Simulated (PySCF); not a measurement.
## Telling isomers of C7H10NPSi apart by NMR

Calculated, not measured (PySCF): GFN2-xTB structure, NMR shieldings at PBE0/pcSseg-1/GIAO. No relativistic terms, rapidly exchanging positions averaged, no solvent, a single conformation.

δ = σ(ref) − σ, references computed at the same level: TMS for ¹H (σref 31.72) and ¹³C (σref 186.93). Splittings of carbon signals by F and P are missing where no couplings were computed. Where no couplings were computed, multiplicities follow the n + 1 count of equivalent neighbours, and m marks all less simple cases (inequivalent or close neighbours, rings, F or P nearby). Shifts are as computed. Against solution values, carbons near 30 ppm lie about +3 ppm off and those near 130 ppm about +5 ppm. Of 1211 compounds with measured shifts, 218 miss one by over three times the rms of a fit or turn the order of signals round; such compounds aren't used in these exercises.

(1) Tabulate the signals of `[SiH3]c1nccpc1C1CC1`, `C#CCn1cpc([SiH3])c1C`, `[SiH3]c1cncpc1C1CC1`, `[SiH3]N=P12C=CC(C=C1)C=C2` and their relative energies.

(2) What is the quickest way to tell [SiH3]c1cncpc1C1CC1 from [SiH3]N=P12C=CC(C=C1)C=C2?

(3) What is the quickest way to tell C#CCn1cpc([SiH3])c1C from [SiH3]N=P12C=CC(C=C1)C=C2?

(4) What is the quickest way to tell [SiH3]c1nccpc1C1CC1 from [SiH3]N=P12C=CC(C=C1)C=C2?

Answers

(1) 
```json
{"SMILES": "[SiH3]c1nccpc1C1CC1", "carbon types": "2×C 3×CH 2×CH2", "δC": "190.5, 165.5, 156.3, 151.7, 24.8, 24.5", "δH": "9.17 (m, 1H), 8.80 (m, 1H), 4.87 (s, 3H), 2.10 (m, 1H), 1.61 (m, 2H), 1.01 (m, 2H)", "E rel. (kcal/mol)": "0.9"}
{"SMILES": "C#CCn1cpc([SiH3])c1C", "carbon types": "3×C 2×CH 1×CH2 1×CH3", "δC": "162.5, 146.9, 131.4, 83.4, 81.9, 42.7, 17.9", "δH": "7.99 (m, 1H), 4.79 (d, 2H), 4.62 (m, 3H), 2.75 (s, 3H), 1.88 (t, 1H)", "E rel. (kcal/mol)": "16.5"}
{"SMILES": "[SiH3]c1cncpc1C1CC1", "carbon types": "2×C 3×CH 2×CH2", "δC": "210.7, 193.7, 157.5, 128.1, 27.7, 25.3", "δH": "10.66 (m, 1H), 9.13 (m, 1H), 4.66 (s, 3H), 2.05 (m, 1H), 1.64 (m, 2H), 1.25 (m, 2H)", "E rel. (kcal/mol)": "0.0"}
{"SMILES": "[SiH3]N=P12C=CC(C=C1)C=C2", "carbon types": "7×CH", "δC": "159.0, 145.6, 51.8", "δH": "7.62 (m, 3H), 7.24 (m, 3H), 5.11 (m, 3H), 4.65 (m, 1H)", "E rel. (kcal/mol)": "10.4"}
```

Energies are electronic energies at PBE0/pcSseg-1 on these geometries, without zero-point or thermal terms, each for the one conformer computed, which needn't be the lowest.

(2) Count the carbon signals: 6 against 3. The first has a substituted aromatic carbon (C) at 210.7 ppm, the second an allylic sp3 CH at 51.8 ppm. Their most deshielded carbons lie at 210.7 and 159.0 ppm. In the proton spectra the most deshielded non-exchanging signals are 10.66 (m, 1H) and 7.62 (m, 3H).

(3) Count the carbon signals: 7 against 3. The first has a substituted aromatic carbon next to a ring nitrogen (C) at 146.9 ppm, the second an allylic sp3 CH at 51.8 ppm. Their most deshielded carbons lie at 162.5 and 159.0 ppm.

(4) Count the carbon signals: 6 against 3. The first has a substituted aromatic carbon (C) at 190.5 ppm, the second an allylic sp3 CH at 51.8 ppm. Their most deshielded carbons lie at 190.5 and 159.0 ppm. In the proton spectra the most deshielded non-exchanging signals are 9.17 (m, 1H) and 7.62 (m, 3H).
